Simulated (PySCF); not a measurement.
Circular dichroism: `C=C1C[C@@H](Br)[C@@H](Cl)C1`, C6H8BrCl

Cartesian coordinates in Å; atom numbers follow the order of the lines, from 1:
```xyz
16

C     2.2350   -0.5168   -0.0609
C     0.9524   -0.2076   -0.0716
C    -0.1516   -1.0885   -0.6070
C    -1.4331   -0.4514   -0.0828
Br   -1.8010   -1.0958    1.7338
C    -1.0849    1.0323   -0.0713
Cl   -2.2167    2.0293    0.8773
C     0.3462    1.0686    0.4559
H     2.9775    0.1567    0.3296
H     2.5894   -1.4594   -0.4403
H    -0.0387   -2.1272   -0.2975
H    -0.1527   -1.0627   -1.7012
H    -2.3256   -0.6866   -0.6614
H    -1.1306    1.4085   -1.0982
H     0.3388    1.0528    1.5490
H     0.8881    1.9569    0.1352
```

Level of theory: TDDFT B3LYP/def2-SVPD circular dichroism and optical rotation, one conformer, gas phase (PySCF 2.14.0). Geometry: GFN2-xTB.

The calculation is non-relativistic, which matters for the atoms heavier than Zn. States above about 7.3 eV lie in this functional's continuum (it starts at minus the energy of the highest occupied orbital, well below the true ionisation energy for most functionals) and depend on the basis.

Problem. Assign R or S to each stereocentre.

Solution. C4 R, C6 S.

Problem. Which excitations and rotatory strengths does the calculation give?

Solution. Rotatory strengths R in 10⁻⁴⁰ esu² cm², velocity form and length form (origin at the centre of mass); f in length form.
```csv
state,E (eV),λ (nm),f,R (velocity),R (length),main
1,5.58,222,0.003,+6.0,+5.8,"HOMO→LUMO 0.63, HOMO−1→LUMO 0.29"
2,5.77,215,0.001,+2.5,+2.3,HOMO−2→LUMO 0.92
3,5.80,214,0.004,-10.2,-9.8,"HOMO−1→LUMO 0.63, HOMO→LUMO 0.28"
4,6.30,197,0.042,+12.1,+11.5,"HOMO−1→LUMO+1 0.50, HOMO→LUMO+1 0.39"
5,6.47,192,0.002,-3.6,-3.8,"HOMO−3→LUMO 0.49, HOMO−2→LUMO+1 0.38"
6,6.49,191,0.020,-9.7,-9.1,"HOMO→LUMO+2 0.60, HOMO−1→LUMO+1 0.17"
7,6.52,190,0.006,+0.7,+0.8,"HOMO−2→LUMO+1 0.45, HOMO−3→LUMO 0.43"
8,6.65,186,0.012,-1.3,-1.4,HOMO−4→LUMO 0.82
9,6.67,186,0.160,+11.2,+10.9,"HOMO→LUMO+1 0.33, HOMO→LUMO+2 0.24"
10,6.97,178,0.027,-24.7,-23.4,HOMO−1→LUMO+2 0.92
11,7.07,175,0.010,-10.5,-10.2,"HOMO−2→LUMO+2 0.77, HOMO−3→LUMO+1 0.18"
12,7.11,174,0.009,+9.2,+9.1,"HOMO−3→LUMO+1 0.77, HOMO−2→LUMO+2 0.19"
13,7.20,172,0.029,+9.7,+7.4,HOMO→LUMO+4 0.83
14,7.28,170,0.006,+1.1,+1.3,"HOMO−4→LUMO+1 0.75, HOMO→LUMO+3 0.16"
15,7.30,170,0.054,+31.8,+32.4,"HOMO→LUMO+3 0.58, HOMO−4→LUMO+1 0.19"
16,7.50,165,0.018,-25.7,-26.8,"HOMO−1→LUMO+3 0.64, HOMO→LUMO+3 0.10"
```

Among the states computed, the strongest CD band (largest |R|) is state 15. The largest dissymmetry factor in size, g = 4R/(D+G), with D and G the electric and magnetic dipole strengths, is -0.022 for state 3 (velocity form, f = 0.004), among bands with |R| over 0.5. The mirror image has the same energies and oscillator strengths and all R with the opposite sign.
